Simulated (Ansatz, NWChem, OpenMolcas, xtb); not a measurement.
Ligand exchange: NBrO + LiF → NOF + LiBr

Species: NBrO (nitrosyl bromide) `O=NBr`, singlet; LiF, singlet; NOF `O=NF`, singlet; LiBr, singlet. The partners trade Br for F: N–Br and Li–F bonds give way to N–F and Li–Br.

Shapes, held fixed at every level: PBE0-D4/def2-TZVP. Programs: Ansatz 0.2.0, NWChem 7.3.0, OpenMolcas 26.06, xtb 6.7.1. A level may come from different programs for different species; with the same settings they agree closely. The zero-point and thermal change to 298 K, harmonic and unscaled (PBE0-D4/def2-TZVP), is +0.5 kJ/mol.

```csv
level,kind,ΔH(298 K) (kJ/mol)
GFN2-xTB,semi-empirical,+96.5
HF/STO-3G,Hartree–Fock,-199.7
HF/3-21G,Hartree–Fock,-16.8
PBE/STO-3G,GGA,-52.3
B3LYP/STO-3G,global hybrid,-71.4
PBE0/STO-3G,global hybrid,-91.9
MP2/STO-3G,perturbation theory,-82.6
FCI/STO-3G,exact in the basis,-88.0
B3LYP/6-31G* (Cartesian functions),global hybrid,+24.0
```

B3LYP/6-31G* (Cartesian functions) gives ΔH(298 K) = +24.0 kJ/mol; the levels span -199.7 to +96.5. They disagree on the sign: 2 of 9 are positive. GFN2-xTB strays far from the other rows. The median of the levels is -71.4. No measured value is set beside it here. Relativity is left out for Br unless named. Correlated rows may include outer-core shells of Br, Li, which these sets cover unevenly. Rows in sets without polarisation functions are far from converged.
